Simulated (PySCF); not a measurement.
Rows and methods have been separated. Pair them.

Compound: CH9BOSi2.
InChI=1S/CH9BOSi2/c2-1-3-5-4/h1-2,5H2,4H3

The closed-shell ground state was solved 7 times with PySCF (density fitting, gas phase), always in the pcSseg-1 basis (144 functions), with these functionals: B97-2, CAM-B3LYP, HF, KT2, LC-wPBE, LDA and mPW1PW91. One conformer (not necessarily the lowest) at the PBE0-D3(BJ)/def2-SVP geometry, without solvent, vibrations or thermal averaging.

```tsv
row	total energy (Eh)	HOMO (eV)	LUMO (eV)	dipole (D)
P	-729.8733	-6.46	-2.59	0.89
Q	-720.4548	-10.98	2.04	1.20
R	-722.5016	-7.58	-1.53	1.01
S	-718.9628	-6.46	-2.88	0.97
T	-722.4710	-9.25	-0.45	1.05
U	-722.5101	-7.88	-1.54	1.02
V	-722.2551	-10.60	0.79	1.10
```

Q: Which functional belongs to which row?

A: P = KT2, Q = HF, R = B97-2, S = LDA, T = CAM-B3LYP, U = mPW1PW91, V = LC-wPBE. By rising HOMO–LUMO gap: LDA (LDA) 3.58 eV; KT2 (GGA) 3.87 eV; B97-2 (global hybrid, 21 % exact exchange) 6.05 eV; mPW1PW91 (global hybrid, 25 % exact exchange) 6.34 eV; CAM-B3LYP (range-separated hybrid) 8.80 eV; LC-wPBE (range-separated hybrid) 11.39 eV; HF (all exact exchange) 13.02 eV. Total energies of different functionals aren't bounds to one another; each is stationary for its own functional.

Conformer computed: `[BH2:1][CH2:2][O:3][SiH2:4][SiH3:5]`: B1–C2–O3–Si4 76°, C2–O3–Si4–Si5 -177°.
